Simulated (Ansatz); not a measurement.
`C[Si](C)(C)[Si](C)(C)[Si](C)(C)[Si](C)(C)C`, relaxed as a singlet with RKS PBE-D4/def2-SVP in Ansatz, starting from the GFN2-xTB geometry. Force threshold 0.03 eV/Å.

Start:

Cartesian coordinates in Å:
```
C -0.5818 -3.9725 -2.3499
Si -1.2566 -2.4952 -1.3304
C -2.5366 -1.5908 -2.4296
C -2.1904 -3.2335 0.1682
Si 0.3856 -0.9562 -0.6076
C 1.4968 -1.7960 0.7143
C 1.5789 -0.5769 -2.0633
Si -0.3321 1.1102 0.2996
C -1.8685 0.7426 1.3914
C -1.0160 2.1799 -1.1408
Si 1.2186 2.3865 1.5456
C 2.8616 2.5199 0.5717
C 0.6538 4.1760 1.9447
C 1.5976 1.5379 3.2189
H 0.1361 -4.5493 -1.7745
H -1.3748 -4.6499 -2.6563
H -0.0791 -3.6291 -3.2488
H -3.2934 -2.2689 -2.8133
H -2.0563 -1.1223 -3.2834
H -3.0500 -0.8102 -1.8763
H -1.5146 -3.7838 0.8158
H -2.6494 -2.4525 0.7663
H -2.9779 -3.9165 -0.1380
H 0.9434 -1.9856 1.6286
H 1.8877 -2.7475 0.3662
H 2.3473 -1.1710 0.9703
H 2.0456 -1.4786 -2.4488
H 2.3746 0.0942 -1.7537
H 1.0548 -0.1020 -2.8866
H -1.6208 0.0666 2.2038
H -2.6637 0.2811 0.8132
H -2.2738 1.6480 1.8331
H -1.7630 1.6388 -1.7140
H -0.2247 2.4654 -1.8264
H -1.4818 3.0924 -0.7807
H 2.7018 2.9658 -0.4055
H 3.3061 1.5419 0.4137
H 3.5949 3.1298 1.0914
H 1.4013 4.7217 2.5154
H 0.4637 4.7373 1.0348
H -0.2639 4.1761 2.5257
H 1.9812 0.5335 3.0701
H 2.3355 2.0866 3.7973
H 0.7022 1.4562 3.8275
```

Question: Estimate the energy that the relaxation releases and the steps that it takes.

Answer: 10.9 kcal/mol, in 4 steps; 26 s on 2 threads of AMD EPYC 7R13 on a shared host and a share (18 GiB) of an NVIDIA H100 80GB HBM3. No frequencies were taken in this run, so the end may be a saddle point.

Question: Does the start keep its bonding and symmetry?

Answer: By distances, no bond broke or formed. The bond that changes most is C3–H18, from 1.09 to 1.11 Å (atoms count from 1). Point group C2 at the start, C2 at the end, both within 0.05 Å.

Question: Predict the relaxed structure.

Answer: 
```xyz
44

C    -0.485   -3.815   -2.269
Si   -1.243   -2.385   -1.268
C    -2.493   -1.457   -2.362
C    -2.143   -3.102    0.245
Si    0.476   -0.930   -0.571
C     1.523   -1.810    0.764
C     1.590   -0.522   -2.069
Si   -0.424    1.078    0.275
C    -1.908    0.715    1.424
C    -1.018    2.152   -1.190
Si    1.204    2.273    1.491
C     2.820    2.392    0.494
C     0.560    4.030    1.840
C     1.549    1.404    3.147
H     0.252   -4.380   -1.662
H    -1.271   -4.526   -2.600
H     0.037   -3.438   -3.172
H    -3.274   -2.147   -2.747
H    -1.994   -0.989   -3.235
H    -3.002   -0.653   -1.792
H    -1.440   -3.660    0.898
H    -2.608   -2.301    0.856
H    -2.946   -3.804   -0.067
H     0.925   -2.003    1.678
H     1.903   -2.785    0.394
H     2.398   -1.192    1.054
H     2.043   -1.445   -2.488
H     2.414    0.165   -1.783
H     1.006   -0.033   -2.875
H    -1.616    0.037    2.252
H    -2.736    0.233    0.864
H    -2.302    1.651    1.873
H    -1.785    1.623   -1.792
H    -0.172    2.405   -1.863
H    -1.461    3.104   -0.828
H     2.647    2.857   -0.498
H     3.258    1.387    0.325
H     3.574    3.006    1.031
H     1.302    4.615    2.424
H     0.361    4.578    0.896
H    -0.384    4.001    2.422
H     1.935    0.376    2.991
H     2.302    1.966    3.739
H     0.625    1.330    3.757
```
Bond lengths: 10 × C–Si 1.90 to 1.91 Å; 3 × Si–Si 2.36 Å; 30 × C–H 1.11 Å.
